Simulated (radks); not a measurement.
The numbers below are computed, except where a source is named.
Ionisation of the copper ion Cu+, [Ar] 3d10, to [Ar] 3d9 as the strength of local exchange is varied. Code: a radial shooting solver on a logarithmic mesh with Libxc functionals. Model: scalar-relativistic Kohn-Sham, Slater X-alpha exchange (alpha = 2/3 is LDA exchange), no correlation, spin-polarised, spherical densities, finite nucleus; Fermi nuclear charge, rms radius 3.8823 fm.

alpha	E(Cu+) (hartree)	exchange (hartree)	IE (eV)	-e of the level emptied (eV)	<r> of it (bohr)
0.667	-1649.46258	-62.18925	19.903	12.630 (3d)	1.023
0.845	-1666.16497	-79.67280	23.328	15.520 (3d)	0.9722
0.899	-1671.26893	-85.04989	24.446	16.481 (3d)	0.9581
0.931	-1674.30159	-88.25228	25.125	17.069 (3d)	0.9501
0.952	-1676.29505	-90.36029	25.578	17.462 (3d)	0.9449
0.99	-1679.90884	-94.18774	26.412	18.190 (3d)	0.9357
0.999	-1680.76597	-95.09668	26.612	18.365 (3d)	0.9336
1.043	-1684.96326	-99.55380	27.605	19.237 (3d)	0.9233

NIST Atomic Spectra Database: 20.292 eV (measured). The Delta-SCF value meets it near alpha = 0.69. Open shells are spherical and high-spin; term and fine-structure splittings are not resolved.
